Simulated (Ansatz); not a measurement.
Geometry optimisation, RKS PBE/def2-SVP (Ansatz 0.2.0).

The input (input.yaml):

```yaml
crystal:
  periodic: [false, false, false]
  atoms:
    - { symbol: C, position_ang: [-0.6222, -1.4105, 1.1257] }
    - { symbol: Si, position_ang: [0.3395, 0.1304, 0.6669] }
    - { symbol: C, position_ang: [1.0782, -0.0717, -1.0512] }
    - { symbol: "N", position_ang: [0.1563, -0.203, -2.0719] }
    - { symbol: C, position_ang: [-0.6724, 1.6726, 0.7175] }
    - { symbol: F, position_ang: [-1.1744, 1.8443, 1.9935] }
    - { symbol: H, position_ang: [-1.49, -1.4838, 0.4347] }
    - { symbol: H, position_ang: [-1.0285, -1.2604, 2.1232] }
    - { symbol: H, position_ang: [-0.0598, -2.2577, 1.1078] }
    - { symbol: H, position_ang: [1.4674, 0.2307, 1.6667] }
    - { symbol: H, position_ang: [1.7579, -0.9484, -1.0315] }
    - { symbol: H, position_ang: [1.7426, 0.8142, -1.2445] }
    - { symbol: H, position_ang: [-0.4243, -1.0969, -1.999] }
    - { symbol: H, position_ang: [0.5034, -0.2141, -2.9694] }
    - { symbol: H, position_ang: [-0.081, 2.5534, 0.5121] }
    - { symbol: H, position_ang: [-1.5156, 1.6783, 0.0639] }
basis:
  gaussian: { orbitals: def2-SVP }
hamiltonian:
  xc: pbe
relax:
  f_tol: 0.015
  max_steps: 40
```

Run as:

```bash
$ ansatz run input.yaml --threads 2 --pin off --max-ram 3072MiB --backend cpu --events-out ev --progress --plain --runs-dir out
```

Where does it end, and by what steps?

The run converged. After 5 steps the energy has fallen by 0.681 eV; H8 moved furthest, 0.20 Å.

```json
{"step": "0", "energy less start (eV)": "0.0000", "largest force component (eV/Å)": "4.763", "accepted": "yes"}
{"step": "1", "energy less start (eV)": "-0.5994", "largest force component (eV/Å)": "1.573", "accepted": "yes"}
{"step": "2", "energy less start (eV)": "-0.6710", "largest force component (eV/Å)": "0.301", "accepted": "yes"}
{"step": "3", "energy less start (eV)": "-0.6800", "largest force component (eV/Å)": "0.111", "accepted": "yes"}
{"step": "4", "energy less start (eV)": "-0.6812", "largest force component (eV/Å)": "0.037", "accepted": "yes"}
{"step": "5", "energy less start (eV)": "-0.6814", "largest force component (eV/Å)": "0.011", "accepted": "yes"}
```

```xyz
16
Properties=species:S:1:pos:R:3
C -0.671 -1.375 1.151
Si 0.425 0.090 0.675
C 1.143 -0.083 -1.086
N 0.049 -0.188 -2.061
C -0.652 1.671 0.751
F -1.289 1.738 1.998
H -1.455 -1.557 0.387
H -1.186 -1.144 2.105
H -0.089 -2.309 1.288
H 1.558 0.218 1.663
H 1.908 -0.903 -1.113
H 1.713 0.853 -1.284
H -0.427 -1.092 -1.954
H 0.418 -0.187 -3.021
H -0.048 2.595 0.601
H -1.420 1.649 -0.056
```

Run time: 23 s on 2 threads of Arm Neoverse V1, on a shared host, peak memory 0.18 GiB.
